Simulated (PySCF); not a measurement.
Species: C₄H₁₃AlP₂.
Structure used (PBE0-D3(BJ)/def2-SVP), in Å, numbered top down from 1:
```xyz
20
C4H13AlP2 angstrom
C      2.575   -0.192    0.260
C      1.835   -1.080    0.925
C      0.343   -1.071    1.077
P     -0.589   -0.031   -0.128
C     -2.326   -0.484    0.229
Al    -0.383    2.431   -0.140
P     -0.233   -1.082   -2.044
H      3.663   -0.288    0.230
H      2.143    0.672   -0.258
H      2.338   -1.906    1.441
H      0.064   -0.698    2.080
H     -0.055   -2.098    1.007
H     -2.490   -1.570    0.166
H     -2.575   -0.131    1.241
H     -2.982    0.036   -0.484
H      1.075    2.664   -0.770
H     -1.651    2.664   -1.107
H     -0.594    2.703    1.431
H      0.917   -0.311   -2.385
H     -1.125   -0.211   -2.743
```

Theory: core-valence-separated Tamm–Dancoff BHandHLYP/aug-pcX-1 (pcseg-1 on H, def2-SVPD on Al, def2-SVPD on P) in PySCF, non-relativistic, gas phase, PBE0-D3(BJ)/def2-SVP geometry. Absolute energies from this functional tend to lie a few eV below measured edges; no shift was applied.

The lowest roots of each edge with f over 0.003 (five at most, numbered afresh; weaker and dark ones are left out), with transition dipoles (au) in the frame of the coordinates:

| root | edge | E (eV) | f | μx | μy | μz |
| --- | --- | --- | --- | --- | --- | --- |
| 1 | C | 282.47 | 0.0597 | -0.0074 | -0.0524 | -0.0763 |
| 2 | C | 282.89 | 0.0624 | 0.0072 | 0.0532 | 0.0782 |
| 3 | C | 285.71 | 0.0190 | -0.0513 | -0.0067 | 0.0061 |
| 4 | C | 285.80 | 0.0345 | -0.0225 | 0.0412 | -0.0521 |
| 5 | C | 285.87 | 0.0288 | -0.0593 | -0.0198 | 0.0143 |

Q: Molecules are fixed in this frame and the field points along (1, 0, −1)/√2. What effective strengths 3 f cos²θ do the roots have (θ between field and μ)?

A: root 1 (C1): 0.049, root 2 (C2): 0.052, root 3 (C5): 0.035, root 4 (C3): 0.009, root 5 (C1 + C5): 0.057. Averaged over all orientations cos²θ is 1/3, which gives f back.

On one thread, Arm Neoverse N1 (aarch64) (shared host), this took 59 s wall and 1.2 GiB of memory at its peak.

One conformer stands for the species.
